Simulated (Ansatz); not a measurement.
Reaction (formal exchange of groups at a Ga–Al bond): `[SiH3][CH2][AlH][GaH2]` + `C=C=CC` → `C=C=[C](C)[GaH2]` + `[AlH2][CH2][SiH3]`

Gas-phase electronic energies from Ansatz, PBE0-D4/def2-TZVP geometries. CBS: MP2 limit from def2 TZ/QZ plus the TZ coupled-cluster correction, frozen cores. Functionals use def2-TZVPP. B3LYP here is the variant with VWN-RPA as its local correlation; programs differ in this. HSE06 is defined as in plane-wave codes. For Ga outer-core shells are correlated without core-valence functions, which leaves a few kJ/mol of doubt a bond. Scalar relativity is left out up to krypton. One conformer a species, not always the lowest.

`[SiH3][CH2][AlH][GaH2]`:

Z-matrix (Å, degrees):
```
Si
C 1 1.852
H 1 1.486 2 111.7
H 1 1.488 2 117.2 3 -127.0
H 1 1.524 2 108.5 3 115.3
Al 2 1.979 1 105.0 3 -74.5
H 2 1.093 1 112.9 3 53.2
H 2 1.100 1 108.7 3 172.4
Ga 6 2.508 2 104.0 1 -24.4
H 6 1.593 2 120.9 1 155.2
H 9 1.579 6 123.5 2 96.9
H 9 1.581 6 121.1 2 -82.3
```

`C=C=CC`:

```xyz
10

C    -1.076    0.016    1.801
C    -0.252   -0.220    0.823
C     0.571   -0.453   -0.158
C     0.571    0.276   -1.466
H    -0.841    0.741    2.574
H    -2.024   -0.506    1.878
H     1.315   -1.236   -0.022
H     1.535    0.766   -1.636
H    -0.211    1.035   -1.496
H     0.412   -0.418   -2.297
```

`C=C=[C](C)[GaH2]`:

Cartesian coordinates in Å:
```
C -1.635 -0.130 -1.658
C -0.716 -0.119 -0.734
C 0.200 -0.064 0.192
C 0.901 -1.283 0.733
Ga 0.581 1.753 0.816
H -1.377 -0.050 -2.708
H -2.686 -0.224 -1.403
H 0.746 -1.375 1.811
H 0.545 -2.198 0.256
H 1.981 -1.212 0.577
H -0.208 2.948 0.184
H 1.668 1.953 1.936
```

`[AlH2][CH2][SiH3]`:

Cartesian coordinates in Å:
```
Al 0.844 -1.497 0.519
C -0.258 0.094 0.742
Si -0.486 1.077 -0.828
H 0.167 -2.878 0.122
H 2.415 -1.405 0.720
H -1.253 -0.194 1.102
H 0.197 0.757 1.487
H -1.127 0.236 -1.878
H 0.834 1.523 -1.356
H -1.332 2.287 -0.631
```

| level | ΔE (kcal/mol) | difference from CCSD(T)/CBS |
| --- | --- | --- |
| LDA (SPW92) | 8.4 | 6.0 |
| PBE-D4 | 6.0 | 3.6 |
| revPBE-D4 | 4.3 | 1.9 |
| BLYP-D4 | 2.2 | -0.2 |
| r2SCAN-D4 | 3.8 | 1.4 |
| B97M-V | 1.5 | -0.9 |
| PBE0-D4 | 5.2 | 2.8 |
| B3LYP-D4 | 2.3 | -0.1 |
| r2SCANh-D4 | 3.7 | 1.3 |
| r2SCAN0-D4 | 3.7 | 1.3 |
| HSE06-D4 | 5.2 | 2.8 |
| BHLYP-D4 | 1.9 | -0.5 |
| CAM-B3LYP-D4 | 1.5 | -0.9 |
| ωB97X-V | 2.0 | -0.4 |
| ωB97M-V | 2.5 | 0.1 |
| B2PLYP | 0.9 | -1.5 |
| PBE-QIDH | 2.6 | 0.2 |
| PBE | 5.8 | 3.4 |
| BLYP | 2.0 | -0.4 |
| r2SCAN | 3.8 | 1.4 |
| B3LYP | 2.0 | -0.4 |
| r2SCANh | 3.7 | 1.3 |
| r2SCAN0 | 3.6 | 1.2 |
| BHLYP | 1.1 | -1.3 |
| CAM-B3LYP | 1.3 | -1.1 |
| LC-ωPBE | 3.1 | 0.7 |
| RPA@PBE/def2-TZVPP | 1.0 | -1.4 |
| MP2/def2-SVP | -3.3 | -5.7 |
| CCSD/def2-SVP | 0.0 | -2.4 |
| CCSD(T)/def2-SVP | 0.0 | -2.4 |
| HF/def2-TZVPP | -2.2 | -4.6 |
| MP2/def2-TZVPP | -0.9 | -3.3 |
| CCSD/def2-TZVPP | 2.0 | -0.4 |
| CCSD(T)/def2-TZVPP | 2.2 | -0.2 |
| HF/def2-QZVPP | -2.4 | -4.8 |
| MP2/def2-QZVPP | -0.8 | -3.2 |
| SCS-MP2/def2-QZVPP | -1.0 | -3.4 |
| HF/CBS(def2) | -2.4 | -4.8 |
| MP2/CBS(def2) | -0.7 | -3.1 |
| CCSD/CBS(def2) | 2.2 | -0.2 |
| CCSD(T)/CBS | 2.4 | 0 |

Largest T1 diagnostic among the species: 0.013.

Leaving LDA and LC-ωPBE aside and taking each functional with its dispersion term where it has one, the values spread over 5.1 kcal/mol, from B2PLYP to PBE-D4. LDA lies +2.6 kcal/mol from PBE without D4. From PBE to PBE0 (25 % exact exchange), in def2-TZVPP and without D4, ΔE moves by −0.7 kcal/mol. At CCSD(T), def2-SVP lies −2.4 kcal/mol from the extrapolated value and def2-TZVPP −0.2 kcal/mol.

CCSD(T)/CBS has its own doubt, a few kJ/mol and more with outer-core shells, so smaller differences from it don't rank the levels.
